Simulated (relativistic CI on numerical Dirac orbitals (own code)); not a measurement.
I5+: calculation against measurement

Method of calculation: Dirac-Coulomb-Breit CI, orbitals from a KLI potential per configuration, model QED (radiative potential, 1s self-energy scaled to tabulated hydrogen-like ionisation energies), valence Slater integrals scaled by 0.9, configuration energies shifted to the measured levels that pair with them (semi-empirical) (own radial code, finite nucleus).

CI space (outside the closed core [Kr]): 4d¹⁰5s², 4d¹⁰5s5p, 4d¹⁰5p², 4d¹⁰5s5d, 4d¹⁰5s6s, 4d¹⁰5s6p, 4d¹⁰5p5d, 4d¹⁰5p6s, 4d¹⁰5s7s, 4d¹⁰5d², 4d¹⁰5s5f, 4d¹⁰4f², 4d¹⁰5s5g, 4d¹⁰5s4f, 4d¹⁰4f5p, 4d¹⁰5f², 4d⁹5s²4f, 4d¹⁰5p5f, 4d¹⁰5s6d, 4d¹⁰4f5d, 4d¹⁰5g², 4d¹⁰5p5g, 4d⁹5s5p², 4d¹⁰5s7p, 4d⁸5s²5p², 4d⁹5s²5p, 4d¹⁰5s6f, 4d¹⁰5s7d, 4d¹⁰5d5f, 4d¹⁰4f5f. Levels of other configurations are missing.

```
Configuration  Term (tabulated)  J  Measured (cm⁻¹)  Computed  Error  Purity (%)
      4d¹⁰5s²                1S  0              0.0         0      0          98
     4d¹⁰5s5p               3P°  0          85665.6     85678     13         100
     4d¹⁰5s5p               3P°  1          89261.7     89249    -13          97
     4d¹⁰5s5p               3P°  2          99685.4     99269   -417         100
     4d¹⁰5s5p               1P°  1         127423.8    128828   1404          95
      4d¹⁰5p²                3P  0         200084.8    200820    736          92
      4d¹⁰5p²                3P  1         208474.5    208474      0         100
      4d¹⁰5p²                1D  2         209431.7    207782  -1650          61
      4d¹⁰5p²                3P  2         221983.8    220546  -1438          73
      4d¹⁰5p²                1S  0         245658.5    246986   1327          89
     4d¹⁰5s5d                3D  1         251816.9    251839     23          99
     4d¹⁰5s5d                3D  2         252540.3    252518    -23          99
     4d¹⁰5s5d                3D  3         253751.8    253635   -117          99
     4d¹⁰5s5d                1D  2         270094.7    272330   2235          78
     4d¹⁰5s6s                3S  1         296253.4    295513   -741         100
     4d¹⁰5s6s                1S  0         302858.0    303599    741         100
     4d¹⁰5s6p               3P°  0         335737.6    335674    -64          98
     4d¹⁰5s6p               3P°  1         336197.2    336287     90          82
     4d¹⁰5s6p               3P°  2         340462.4    340382    -80          98
     4d¹⁰5s6p               1P°  1         341729.0    341793     64          79
     4d¹⁰5p5d               3F°  2         347472.0    346746   -726          81
     4d¹⁰5p5d               3F°  3         353652.0    352763   -889          92
     4d¹⁰5p5d               1D°  2         356797.0    356652   -145          60
     4d¹⁰5p5d               3D°  1         361780.0    363407   1627          69
     4d¹⁰5p5d               3F°  4         362500.0    360872  -1628          98
     4d¹⁰5p5d               3D°  3         371695.0    372837   1142          92
     4d¹⁰5p5d             3P° †  0         373009.0    373009      0          98
     4d¹⁰5p5d             3P° †  1         373131.0    373437    306          72
     4d¹⁰5p5d               1F°  3         387975.0    392569   4594          69
     4d¹⁰5p6s               3P°  0         402785.0    402746    -39          98
     4d¹⁰5p6s               3P°  1         404136.0    404319    183          79
     4d¹⁰5s7s                3S  1         416535.0    416136   -399         100
     4d¹⁰5p6s               3P°  2         417041.0    416494   -547          98
     4d¹⁰5s7s                1S  0         418707.0    419106    399         100
     4d¹⁰5p6s               1P°  1         419603.0    419642     39          67
```

Measured levels from measured levels as listed in Rauch et al., Astron. Astrophys. 606, A105 (2017); pairs were made by configuration, J and term (by order where the table uses no LS term), so strongly mixed levels may be paired wrongly.

Mean error by configuration (cm⁻¹): 4d¹⁰5s5p 247; 4d¹⁰5p² -205; 4d¹⁰5s5d 530; 4d¹⁰5s6s 0; 4d¹⁰5s6p 2; 4d¹⁰5p5d 568; 4d¹⁰5p6s -91; 4d¹⁰5s7s 0. Over the excited levels the mean absolute error is 735 cm⁻¹ (34 of the 36 excited levels that our extract of the source holds in range could be paired, and the others can miss by more), and the median relative error of those above 1,000 cm⁻¹ is 0.11 %, both after the shifts were fitted to these levels, so that a configuration with one level shows no error. † marks terms whose computed intervals miss the measured ones by more than a factor of 2.5, or configurations far off the rest, from wrong mixing, a near crossing or a doubtful label or measurement; they are left out of the means.

Configurations whose levels could be paired with our table of measured levels were shifted onto them, all but the ground configuration, by the median error of their levels; single terms can still be off by 1,000 to 2,000 cm⁻¹ or more, and rates follow the energies as ν³ (E1, M1) or ν⁵ (E2). The others borrow a shift and can be off by several thousand cm⁻¹ or more. Levels and lines within the n = 5 or 6 shells can be off by up to 10 % or somewhat more, and those that change n by about 2 %, since core polarisation is missing. 34 of the 36 excited levels that our extract of the measured tables holds in this range could be paired (the sources list more); they are missed by 701 cm⁻¹ on average and 4594 at most, after the shifts were fitted to these levels, and levels without a partner can miss by more.

Shifts applied (cm⁻¹): 4d¹⁰5s² 0; 4d¹⁰5s5p 3727; 4d¹⁰5p² 1609; 4d¹⁰5s5d 2267; 4d¹⁰5s6s 2001; 4d¹⁰5s6p 3792; 4d¹⁰5p5d 4582; 4d¹⁰5p6s 3707; 4d¹⁰5s7s 3129.
